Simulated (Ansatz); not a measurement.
A nudged elastic band was laid between two geometries of BClH4OSSi (9 atoms, charge 0, multiplicity 1).

These are results of RKS r2SCAN-D4/STO-3G in Ansatz, not measurements.

| Item | Value |
| --- | --- |
| movable images | 7 |
| climbing image | yes |
| spring | 5.0 eV/Å² |
| optimiser | quadratic models (default) |
| start path | through a guess of the saddle point |
| force threshold | 0.05 eV/Å |
| iteration limit | 27 |
| end points | relaxed |

Initial state:

```xyz
9
Properties=species:S:1:pos:R:3
B -0.047 1.606 0.898
O -0.502 0.344 1.048
Si -0.015 -0.913 -0.018
S -0.311 -0.344 -2.036
Cl 2.011 -1.333 0.449
H 0.694 1.914 0.032
H -0.438 2.403 1.669
H -0.767 -2.095 0.363
H -0.537 -1.628 -2.423
```

Final state:

```xyz
9
Properties=species:S:1:pos:R:3
B -0.059 1.068 1.056
O 0.257 0.996 -0.492
Si 0.217 -0.712 0.306
S -1.211 -1.759 -0.865
Cl 2.136 -1.411 -0.257
H 0.835 1.525 1.653
H -1.160 1.370 1.314
H -0.632 1.112 -0.983
H -0.295 -2.236 -1.750
```

Question: Which bonds break or form, and what moves?

Answer: Bonds broken: Si3–H8. Bonds formed: B1–Si3, O2–H8.

Question: Give the energies along the band, and the barrier.

Answer: It did not converge within its limit. The highest image is number 4 of 0 to 8, 74.6 kcal/mol above the first end and 43.8 kcal/mol above the last; the last end lies 30.7 kcal/mol above the first. The band didn't meet its force threshold, so its energies are provisional: the largest band force was still 0.26 eV/Å, and over the last iterations the top stayed at 3.24 eV. Neighbouring images lie up to 2.0 Å apart, so the band is torn or far too coarse. The orbitals stay closed-shell, which can raise the energy where a bond breaks towards radicals; this wasn't checked here. Limits of this set-up: minimal basis.

| image | path coordinate (Å) | energy (kcal/mol) | Si3–H8 (Å) | B1–Si3 (Å) | O2–H8 (Å) |
| --- | --- | --- | --- | --- | --- |
| 0 | 0.00 | 0.0 | 1.45 | 2.68 | 2.55 |
| 1 | 1.96 | 3.2 | 1.45 | 2.83 | 2.48 |
| 2 | 3.92 | 2.3 | 1.46 | 2.74 | 2.64 |
| 3 | 5.88 | 2.8 | 1.46 | 2.72 | 2.61 |
| 4 | 7.84 | 74.6 | 1.64 | 3.03 | 1.32 |
| 5 | 9.76 | 45.4 | 2.67 | 3.30 | 1.01 |
| 6 | 11.69 | 54.2 | 3.20 | 3.02 | 1.02 |
| 7 | 13.62 | 41.2 | 2.44 | 2.06 | 1.03 |
| 8 | 15.53 | 30.7 | 2.39 | 1.95 | 1.02 |

The run took 11 min on 1 thread of Arm Neoverse V2 (shared host), peak memory 0.12 GiB.
